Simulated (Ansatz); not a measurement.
Problem. Name a neutral molecule of B, C, O and H with HOMO–LUMO gap (B3LYP/def2-TZVPP) between 8.80 and 9.10 eV and HOMO–LUMO gap (PBE/def2-TZVPP) between 6.80 and 7.10 eV (Ansatz, PBE0-D4/def2-TZVP geometry).

Solution. `CCOBO` (8.95 eV, 6.97 eV). Other molecules can fit too; these were computed, each in one conformer that needn't be the lowest.

B3LYP here is the variant with VWN-RPA as its local correlation; programs differ in this.
